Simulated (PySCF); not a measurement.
# C5H4ClF2O: g tensor and hyperfine couplings

Compound: C₅H₄ClF₂O (doublet state).
Structure used (GFN2-xTB), in Å, numbered top down from 1:
```xyz
13
C5H4ClF2O angstrom
F     -0.1770    1.4813   -1.3012
C      0.0712    1.2405    0.0346
O      1.3905    0.9612    0.2206
C      1.7829   -0.3500   -0.1227
C      0.9031   -1.2724   -0.3725
C     -0.5560   -1.1915   -0.3189
C     -0.8734    0.0945    0.4662
F     -0.6837   -0.1136    1.7992
Cl    -2.5689    0.5900    0.2407
H     -0.1592    2.1686    0.5752
H      2.8536   -0.4381   -0.1355
H     -0.9947   -2.0369    0.2153
H     -0.9927   -1.1332   -1.3185
```

The hyperfine couplings belong to this conformer and change with its torsions.

The species is `F[C@@H]1OC=[C]C[C@]1(F)Cl` [radical].

Method used: UKS B3LYP, pcH-1 on C Cl F H O, non-relativistic, mean-field spin-orbit, GIAO (PySCF 2.14.0). Isolated species at its GFN2-xTB geometry (one conformer only). Couplings are sensitive to structure, and on GFN2-xTB geometries they can be far from those on DFT ones. The SCF solution wasn't tested for stability.

* g1, g2, g3: 2.00137, 2.00253, 2.00357
* g_iso: 2.00249
* Form of g: rhombic: the two nearest values differ by 47 % of g3 − g1
* ⟨S²⟩: 0.7591 (exact 0.7500)
* α and β electrons: 39, 38
* HOMO–LUMO gap, α and β orbitals: 7.20, 3.82 eV
* Basis functions: 275

Hyperfine couplings atom by atom, in G; T1 to T3 are the principal values of the dipolar part; ρ(0) is the spin density at the nucleus (MHz turned into gauss with g_iso; 10 G = 1 mT):

| atom | isotope | a_iso | of which spin–orbit | T1 | T2 | T3 | Mulliken spin population | ρ(0) (bohr⁻³) |
| --- | --- | --- | --- | --- | --- | --- | --- | --- |
| F1 | 19F | -1.8 | 0.0 | -2.0 | 0.1 | 2.0 | 0.00 | -0.0012 |
| C2 | 13C | -1.6 | 0.0 | -0.4 | -0.2 | 0.6 | 0.00 | -0.0040 |
| O3 | 17O | -4.5 | 0.0 | -10.5 | 4.2 | 6.3 | 0.06 | 0.0206 |
| C4 | 13C | 18.0 | 0.0 | -6.6 | 0.7 | 5.9 | -0.12 | 0.0449 |
| C5 | 13C | 143.4 | -0.1 | -27.7 | -20.0 | 47.8 | 0.99 | 0.3576 |
| C6 | 13C | 3.7 | 0.0 | -2.0 | -1.6 | 3.7 | -0.04 | 0.0091 |
| C7 | 13C | 20.2 | 0.0 | -2.4 | -1.9 | 4.3 | 0.05 | 0.0504 |
| F8 | 19F | 0.6 | 0.0 | -3.3 | -1.6 | 5.0 | 0.00 | 0.0004 |
| Cl9 | 35Cl | 1.4 | 0.0 | -1.7 | -1.3 | 3.1 | 0.02 | 0.0088 |
| H10 | 1H | 3.7 | 0.0 | -0.6 | -0.3 | 0.9 | 0.00 | 0.0023 |
| H11 | 1H | 15.9 | 0.0 | -2.2 | -1.5 | 3.6 | 0.02 | 0.0099 |
| H12 | 1H | 15.6 | 0.0 | -2.4 | -2.0 | 4.4 | 0.02 | 0.0098 |
| H13 | 1H | 2.8 | 0.0 | -2.3 | -1.4 | 3.7 | 0.00 | 0.0017 |

The largest Mulliken spin populations are on C5 (+0.99) and C4 (-0.12). No atom but C5 exceeds +0.15.

Axes: g1 points within 5° of the C4–H11 bond.

Under fast tumbling the dipolar parts average out, and these isotropic splittings remain (the largest six): 1 × 1H (H11, I = 1/2, 2 lines) with 1.59 mT, 1 × 1H (H12, I = 1/2, 2 lines) with 1.56 mT, 1 × 1H (H10, I = 1/2, 2 lines) with 0.37 mT, 1 × 1H (H13, I = 1/2, 2 lines) with 0.28 mT, 1 × 19F (F1, I = 1/2, 2 lines) with 0.18 mT and 1 × 35Cl (Cl9, I = 3/2, 4 lines) with 0.14 mT.

Main isotope only: 35Cl (natural samples also hold 24 % 37Cl, magnetic too, which adds its own pattern).

The 13C coupling of C5 (401.9 MHz) shows only in satellite lines or after enrichment, since that isotope makes up about 1.07 % of natural carbon.

The 17O coupling of O3 (-12.5 MHz) shows only in satellite lines or after enrichment, since that isotope makes up about 0.038 % of natural oxygen.

β density exceeds α density at some nuclei, such as C2 (-0.0040) and F1 (-0.0012), spin density in bohr⁻³. In a single determinant that takes different orbitals for the two spins, that is spin polarisation.
